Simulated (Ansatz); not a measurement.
`CCO[Si](C)(C)OCC`, charge 0, multiplicity 1.

Problem. Give a relaxed structure at PBE0-D4/def2-TZVP (Ansatz). (Estimate.)

Solution. Ansatz gave: 
```xyz
25

C    -0.987    3.069   -0.314
C    -1.298    1.593   -0.268
O    -0.312    0.881   -0.987
Si   -0.072   -0.743   -0.844
C     1.338   -1.115   -1.992
C    -1.615   -1.706   -1.217
O     0.291   -1.121    0.718
C     1.400   -0.590    1.414
C     1.208   -0.794    2.897
H    -0.954    3.419   -1.348
H    -1.751    3.638    0.221
H    -0.018    3.272    0.145
H    -1.336    1.247    0.774
H    -2.286    1.402   -0.708
H     1.611   -2.172   -1.948
H     1.070   -0.876   -3.024
H     2.219   -0.523   -1.733
H    -1.973   -1.497   -2.229
H    -1.429   -2.780   -1.136
H    -2.412   -1.454   -0.514
H     1.515    0.479    1.191
H     2.318   -1.091    1.081
H     0.310   -0.277    3.243
H     2.066   -0.407    3.452
H     1.098   -1.856    3.125
```
Point group C2.
This is one stationary point; other conformers may exist.
